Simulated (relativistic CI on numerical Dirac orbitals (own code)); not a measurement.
# As³⁰⁺: what numerical and physical settings do to a radial Dirac CI calculation

Reference input:

```
atom As  Z=33  charge=30  electrons=3
nucleus A=75  rms_radius_fm=4.0968
hamiltonian dirac-coulomb  breit=on  qed=on  c_scale=1
orbitals kli  potential=per-configuration
slater_scale 1
correlation none
mixing on
grid step=0.0125 r_max=3.8
scf mixing=0.4 start=green max_iterations=150 tolerance=2e-08 node_fill=0.05
configurations
  [He] 2s
  [He] 2p
  [He] 3s
  [He] 3p
  [He] 3d
end
```

Computed lowest total energy -1208.55549 Ha, first excitation 519068.3 cm⁻¹, 36 SCF steps. Runs with settings changed; * marks those that are bad on purpose:

| Changed | Outcome | Lowest level | ΔE (Ha) | First excitation (cm⁻¹) | SCF steps | Message |
| --- | --- | --- | --- | --- | --- | --- |
| Breit term off, grid step 0.02, SCF tolerance 1e-06 | converged | 2s ²S1/2 | -0.516 | 509771.0 | 31 |  |
| Breit term off, iteration limit 20 | converged | 2s ²S1/2 | -0.516 | 509771.0 | 36 |  |
| grid step 0.04, QED terms off, Slater scale 0.6 | converged | 2s ²S1/2 | -0.664 | 528548.2 | 36 |  |
| node fill of the KLI weights 0.01, iteration limit 20, QED terms off | converged | 2s ²S1/2 | -0.664 | 528522.6 | 36 |  |
| SCF mixing 1.3 * | converged | 2s ²S1/2 | 7.16e-11 | 519068.3 | 30 |  |
| node fill of the KLI weights 50 * | converged | 2s ²S1/2 | 0.0301 | 512463.2 | 39 |  |
